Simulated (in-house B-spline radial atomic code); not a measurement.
Cs⁺. Computed with a B-spline radial atomic code. Model: non-relativistic spherical atom: semilocal Troullier-Martins pseudo-atom, one channel per l, against all electrons, high spin, G0W0 and RPA with empty states to l = 8, local potential for every l without a channel, a model core (radius 0 = none) keeps its share of the functional.

Without relativity these are model numbers for so heavy an element.

What the tables leave out is listed at the end.

The pseudopotential gives back the lowest level of each angular momentum of its own functional in the configuration it was made in; a second state of the same l is only approximately right. Exact exchange, RPA and GW see the smooth pseudo-orbitals and miss the exchange with the core, for which the functional's share stands in. The column with an uncorrelated core keeps all orbitals and exact exchange, and so separates missing core correlation from pseudisation. Only the three outermost levels and the lowest empty one were computed. RPA here is direct RPA, with no exchange kernel, and its energies carry an (l + 1/2)⁻⁴ tail. A hybrid on a potential with a model core restores only its own semilocal share of the core's exchange.

Command:
```bash
python run_psgw.py task.json out
```
Settings (lengths in bohr, energies in hartree):
```
Z                      55
electrons              54
configuration          [Kr] 4d10 5s2 5p6
generated_in           [Xe] 6s1
functional             lda,vwn
core_shells            9
radius_factor          0.8
core_correction        True
```

Cost of the run: 29 s on 1 thread of Arm Neoverse N1, with other jobs on the host.

Given: made with LDA VWN5; model core radius 1.291 bohr; local radius 1.457 bohr; mean-field start LDA VWN5.

Valence shells of the generating configuration: 5s, 5p, 6s.

Channel: s 1.283, p 1.447, d 2.444 (radii in bohr).

Computed: largest level miss in the spin-unpolarised generating configuration 0.134 eV; valence RPA correlation energy all-electron orbitals -0.35435 hartree; valence RPA correlation energy pseudo -0.39273 hartree; all-electron RPA polarisability, core included 14.668 bohr³.

```
     level  occupied  mean-field all-electron (eV)  mean-field pseudo minus all (eV)  G0W0 all-electron (eV)  G0W0 uncorrelated core minus all (eV)  G0W0 pseudo minus all (eV)  exchange self-energy all-electron (eV)  exchange self-energy pseudo (eV)
        5p         1                         -18.8                            -0.244                 -23.534                                  0.346                      -0.389                                 -21.071                           -17.191
6s (empty)         0                       -5.3776                            -0.435                 -3.5897                                  0.084                      -0.223                                 -1.5057                           -1.1274
```

What is the pseudo-atom RPA polarisability?

14.609 bohr³.

Given: mean-field start PBE0.

Computed: valence RPA correlation energy pseudo -0.35956 hartree; all-electron RPA polarisability, core included 13.32 bohr³; pseudo-atom RPA polarisability 13.436 bohr³.

| level | occupied | mean-field all-electron (eV) | mean-field pseudo minus all (eV) | G0W0 all-electron (eV) | G0W0 uncorrelated core minus all (eV) | G0W0 pseudo minus all (eV) | exchange self-energy all-electron (eV) | exchange self-energy pseudo (eV) |
| --- | --- | --- | --- | --- | --- | --- | --- | --- |
| 5p | 1 | -20.111 | -0.205 | -23.718 | 0.337 | -0.081 | -20.948 | -17.138 |
| 6s (empty) | 0 | -4.8021 | -0.143 | -3.6832 | 0.067 | -0.089 | -1.1963 | -0.73134 |

What is the valence RPA correlation energy all-electron orbitals?

-0.3277 hartree.

Among the listed levels the largest G0W0 shift of the pseudo-atom is -0.39 eV, for 5p on the LDA VWN5 start, while leaving the core uncorrelated moves that level by +0.35 eV. So pseudisation and the lost core exchange, not the missing core correlation, make the error. Not in the tables (levels of low weight, unsolved or above zero; the highest and the empty levels are kept at any weight): on LDA the G0W0 levels 5s (pseudo minus all -0.17 eV, weights 0.37 and 0.37); on PBE0 the G0W0 levels 5s (pseudo minus all +0.41 eV, weights 0.66 and 0.64); no Hartree-Fock pseudo-atom is run with a model core.
